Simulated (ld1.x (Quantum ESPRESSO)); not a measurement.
## Before and after: TM semilocal potential for V

ld1.x (Quantum ESPRESSO) 7.5 input, shortened:

```
&input
   title='V', zed=23., rel=0, dft='PZ', iswitch=3,
   config='[Ar] 3d3 4s1.75 4p0'
 /
 &inputp
   pseudotype=1, tm=.true., lloc=1,
   nlcc=.true., new_core_ps=.true.
 /
3
4S  1  0   1.75   0.00  2.50  2.50  0.0
3D  3  2   3.00   0.00  1.60  1.60  0.0
4P  2  1   0.00   0.00  2.55  2.55  0.0
 &test
   configts(1)='3d3 4s1.75 4p0'
 /
```

Change: wave 4p (bound): rc 2.55 bohr becomes 4p (bound): rc 3.46 bohr.

Cutoffs: the cutoffs (Ry, on a coarse ladder) from which the occupation-weighted sum of valence levels, in a spherical-Bessel basis at the reference potential, stays within 10 and 1 mRy of its value at 400 Ry; they do not see the model core or the augmentation charge, which bear on the density cutoff. Errors are all-electron minus pseudo energies relative to the spin-unpolarised reference configuration.

How do hardness, ghosts and transferability respond?

The potential gets neither clearly harder nor softer (80 Ry and 100 Ry → 80 Ry and 100 Ry); of the 9 tests that both files solve, the error grows in 2 and shrinks in 0 by more than 15 % and 0.3 meV (median size 31.1 → 31.1 meV); neither file shows a bound ghost. A semilocal file is local in each channel, so a ghost entry of none says nothing of the separable form that plane-wave codes build from it.

```tsv
quantity	base	changed
cutoff, loose	80 Ry	80 Ry
cutoff, tight	100 Ry	100 Ry
bound ghosts	none	none
error for 3d3 4s2 4p0, meV [ΔE -1.38 eV]	-0.2	-0.2
error for 3d3 4s1 4p0, meV [ΔE 6.48 eV]	-2.9	-2.9
error for 3d3 4s0 4p0, meV [ΔE 20.90 eV]	-31	-31
error for 3d3 4s0 4p2, meV [ΔE 5.45 eV]	-3.7	-4.7
error for 3d4 4s1 4p0, meV [ΔE -1.03 eV]	-132	-132
error for 3d2 4s2 4p1, meV [ΔE 4.74 eV]	-339	-351
error for 3d3 4s0 4p1, meV [ΔE 10.56 eV]	-5.0	-6.0
error for 3d3 4s1.75 4p0 (spin-polarised), meV [ΔE -1.75 eV]	+119	+119
error for 3d3 4s2 4p0 (spin-polarised), meV [ΔE -3.03 eV]	+119	+119
```
